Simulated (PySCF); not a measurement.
Start geometry of `[SiH3][O][GeH2][CH]1CCC1` from GFN2-xTB (Å):
```
atom  x, y, z in Å
Si1    2.9478   -1.2980    0.1427
O2     1.7391   -0.2096   -0.1416
Ge3    0.9303    1.2464   -0.6826
C4    -0.9274    1.0025   -0.1995
C5    -1.2677    0.5961    1.2497
C6    -2.1961   -0.5007    0.7436
C7    -1.6202   -0.3062   -0.6664
H8     2.2637   -2.3858    0.7870
H9     3.9251   -0.6469    1.0298
H10    3.5165   -1.6676   -1.1318
H11    1.6604    2.3723    0.0522
H12    1.2580    1.3389   -2.1509
H13   -1.5636    1.8866   -0.5091
H14   -1.7414    1.3731    1.8883
H15   -0.3945    0.1931    1.7738
H16   -3.2468   -0.2280    0.8288
H17   -2.0404   -1.4804    1.1798
H18   -2.3682   -0.2001   -1.4638
H19   -0.9053   -1.0788   -0.9327
```

Q: What comes out of this run: PBE0-D3(BJ)/def2-SVP geometry optimisation, gas phase (PySCF)?

A: 
```
atom  x, y, z in Å
Si1    3.0094   -1.3504    0.2562
O2     1.6050   -0.4811    0.2023
Ge3    1.0413    1.0527   -0.5255
C4    -0.8768    0.9851   -0.2400
C5    -1.3776    0.6726    1.1915
C6    -2.4563   -0.2359    0.5727
C7    -1.6307   -0.2765   -0.7268
H8     2.7663   -2.5914    1.0475
H9     4.1109   -0.5698    0.9053
H10    3.4621   -1.7332   -1.1195
H11    1.7451    2.2086    0.2181
H12    1.4518    1.0421   -2.0149
H13   -1.3473    1.9018   -0.6315
H14   -1.7036    1.5207    1.8122
H15   -0.6368    0.0865    1.7574
H16   -3.4062    0.3026    0.4309
H17   -2.6687   -1.1923    1.0741
H18   -2.1655   -0.2098   -1.6861
H19   -0.9690   -1.1564   -0.7537
```

The energy falls by 6.7 kcal/mol over 13 energy and gradient evaluations, the largest force component goes from 0.0319 to 3.9e-04 Eh/bohr, and the atoms move by 0.302 Å rms after alignment. Among the bonds, Si1–H8 and Si1–H10 change most and about equally (+0.054 Å). Bonds longer at the end by more than 0.005 Å: 13 of 19; shorter: 2. Among the angles that change most is Si1–O2–Ge3, from 159.9° to 137.1°. Among the dihedrals that turn most is H17–C6–C7–H19, from -16° to -27°. Rotational constants go from 2049, 935.4, 726.0 to 2384, 865.8, 718.1 MHz. The orientation of the end geometry is arbitrary; only internal coordinates are fixed.

The run used 180 basis functions and 86 SCF cycles in all.

No frequency check. One conformer, not necessarily the lowest.
